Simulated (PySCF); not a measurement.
CH6AsB, SMILES CB[AsH2].

The structure is a stationary point at r2SCAN-D4/def2-SVP.

These are PBE/def2-TZVPD (PySCF) values and carry that method's errors.

Isolated molecule, no solvent.

```yaml
total_energy: -2302.00157 hartree
highest_occupied_level: -6.11 eV
lowest_empty_level: -2.36 eV
orbital_gap: 3.75 eV
dipole_moment: 0.95 D
quadrupole, principal values (traceless, Buckingham form, about the centre of nuclear charge): -1.68, -0.21, 1.88 D·Å
mean_static_polarisability: 66.4 bohr³ (9.84 Å³)
polarisability_principal_values: 54.5, 60.4, 84.3 bohr³
```
